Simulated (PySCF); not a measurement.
# 15N chemical shifts

Computed data (PySCF 2.14.0 with density-fitted response routines): shielding tensors at PBE0/pcSseg-1 (GIAO), geometry from GFN2-xTB. A single conformation, fast rotation and ring inversion assumed for equivalent nuclei, relativity neglected, isolated molecule.

Shieldings were converted by a linear fit to measured shifts: 15N: δ = -148.07 − 0.921σ (rms 6.3 ppm, 71 shifts vs CH3NO2, solution or neat liquid). A few per cent of atoms miss by over 2 rms, more outside the fitted compound classes.

Q: Give the 15N shifts of `CO/C=C/C[Si@@H](N)[SiH2]N`, `c1ccc(-c2ccnnn2)cc1`, `C=CC[Si@H](C#N)O[SiH3]`, `C#C[C@]1(C)CCN1`, `C/N=C/CC[Si@@H](N)O[SiH3]`.

A: 
| compound | environment | δ (ppm) |
| --- | --- | --- |
| [CH3:1][O:2]/[CH:3]=[CH:4]/[CH2:5][Si@@H:6]([NH2:7])[SiH2:8][NH2:9] | N7: nitrogen bonded to Si, 2 H | -394.2 |
| [CH3:1][O:2]/[CH:3]=[CH:4]/[CH2:5][Si@@H:6]([NH2:7])[SiH2:8][NH2:9] | N9: nitrogen bonded to Si, 2 H | -401.4 |
| [cH:1]1[cH:2][cH:3][c:4](-[c:5]2[cH:6][cH:7][n:8][n:9][n:10]2)[cH:11][cH:12]1 | N9: pyridine-type ring nitrogen | 100.4 |
| [cH:1]1[cH:2][cH:3][c:4](-[c:5]2[cH:6][cH:7][n:8][n:9][n:10]2)[cH:11][cH:12]1 | N8: pyridine-type ring nitrogen | 5.0 |
| [cH:1]1[cH:2][cH:3][c:4](-[c:5]2[cH:6][cH:7][n:8][n:9][n:10]2)[cH:11][cH:12]1 | N10: pyridine-type ring nitrogen | -3.0 |
| C=CC[Si@H](C#N)O[SiH3] | nitrile nitrogen | -66.2 |
| C#C[C@]1(C)CCN1 | amine nitrogen | -331.8 |
| [CH3:1]/[N:2]=[CH:3]/[CH2:4][CH2:5][Si@@H:6]([NH2:7])[O:8][SiH3:9] | N2: imine nitrogen | -56.4 |
| [CH3:1]/[N:2]=[CH:3]/[CH2:4][CH2:5][Si@@H:6]([NH2:7])[O:8][SiH3:9] | N7: nitrogen bonded to Si, 2 H | -362.9 |

Q: Match the shifts -58.4, -82.6, -107.6, -312.8, -335.1 ppm to `C=CN1CC=CC1`, `[H]/N=C\CCC1C=C1`, `CCN([SiH2]F)C1CC1`, `CC(F)(F)C#N`, `CCc1cpc(C#N)s1`.

A: -58.4: [H]/N=C\CCC1C=C1 (imine nitrogen); -82.6: CCc1cpc(C#N)s1 (nitrile nitrogen); -107.6: CC(F)(F)C#N (nitrile nitrogen); -312.8: C=CN1CC=CC1 (enamine nitrogen); -335.1: CCN([SiH2]F)C1CC1 (nitrogen bonded to 2 C, Si).
